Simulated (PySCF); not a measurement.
## Correlation energy of Te²⁺ (tellurium, charge +2)

[Kr] 4d10 5s2 5p2, high-spin 3P determinant. Calculation: PySCF 2.14, in aug-cc-pVTZ-PP with ECP28MDF (6s5p4d2f, 55 functions); scalar relativity through the core potential. Frozen: 4s2 4p6 4d10; 4 electrons correlated.

MP2 pair energies summed by pair of shells (mhartree):

```json
{"pair": "5s-5p", "energy": "-29.92", "share (%)": "62.7"}
{"pair": "5s-5s", "energy": "-13.10", "share (%)": "27.5"}
{"pair": "5p-5p", "energy": "-4.67", "share (%)": "9.8"}
```

Total MP2 correlation energy: -47.69 mhartree.

Same-spin part -7.79 and opposite-spin part -39.91 mhartree; SCS-MP2 scales them by 1/3 and 6/5 to -50.48 mhartree.
